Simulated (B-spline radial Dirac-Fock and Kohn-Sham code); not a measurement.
## Atomic SCF run for Pm²⁺

ΔSCF core binding energies without Breit or QED terms, calculated with an atomic code on a B-spline grid. Keys: rel is the Hamiltonian (dirac, or spin-free x2c and nr, where L3 and M5 stand for the whole 2p and 3d shells), method is hf or an exchange,correlation pair (spin-unpolarised, also for the hole states), nuc the nuclear model, radius_factor scales its radius, rmax is the box in bohr, h the logarithmic mesh step, order the B-spline order, points the quadrature points per cell, c_factor scales the speed of light, and damp, ndamp, maxit and tol steer the iteration. The run stops when the commutator error falls below 10·tol·max(1, Z/10), or the numerical noise floor, and the energy has settled to about 1e-8 Ha; the virial ratio is −V/T.

Input (task.json):

```json
{"items": [{"Z": 61, "q": 2, "cfg": [[1, 0, 2], [2, 0, 2], [2, 1, 6], [3, 0, 2], [3, 1, 6], [3, 2, 10], [4, 0, 2], [4, 1, 6], [4, 2, 10], [4, 3, 5], [5, 0, 2], [5, 1, 6]], "A": 145, "rrms": 4.962, "do": "settings", "holes": ["K", "L3", "M5"],
  "settings": [{"rel": "dirac", "method": "pbe,pbe", "nuc": "fermi", "radius_factor": 2.0, "rmax": 60.0, "h": 0.3, "order": 8, "points": 10, "c_factor": 1.0, "maxit": 60, "damp": 0.5, "ndamp": 3, "tol": 1e-08}]}]}
```

Command: `python xray2_run.py task.json out`

Ground-state iterations:

```
iter   energy (Ha)        error
   1   -10003.01710167  2.42e+00
   2   -10006.64905310  1.11e+00
   3   -10023.94211319  1.98e-01
   4   -10024.40958192  6.51e-02
   5   -10024.45795129  4.05e-02
   6   -10024.46980398  9.44e-03
   7   -10024.47236874  4.04e-03
   8   -10024.47261836  9.13e-05
   9   -10024.47261848  4.17e-06
  10   -10024.47261848  1.18e-07
```

The ground state converged in 10 iterations, with total energy -10024.47262 Ha, virial ratio 1.92536 and highest orbital energy -14.97 eV. ΔSCF binding energies: K (1s) 45402.6 eV, L3 (2p3/2) 6463.6 eV, M5 (3d5/2) 1041.8 eV.
